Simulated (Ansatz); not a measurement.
Consider the formal exchange of groups at a Ge–O bond: `[CH3][Ge]([OH])([OH])[F]` + `CCC(O)(F)F` → `[CH3][Ge]([CH3])([OH])[F]` + `OCC(O)(F)F`.

Gas-phase electronic energies from Ansatz, PBE0-D4/def2-TZVP geometries. CBS: MP2 limit from def2 TZ/QZ plus the TZ coupled-cluster correction, frozen cores. DFT in def2-TZVPP. For Ge outer-core shells are correlated without core-valence functions, which leaves a few kJ/mol of doubt a bond. Scalar relativity is left out up to krypton. One conformer a species, not always the lowest.

| level | ΔE (eV) |
| --- | --- |
| PBE0-D4 | 1.02 |
| r2SCAN | 1.07 |
| HF/CBS(def2) | 1.13 |
| CCSD/CBS(def2) | 1.09 |

(1) What does CCSD(T)/CBS give? (Best estimate.)

Largest T1 diagnostic among the species: 0.012.

Answers

(1) The calculation gave: +1.09 eV. The listed levels differ from it by -0.07, -0.02, 0.04, 0.00 eV.
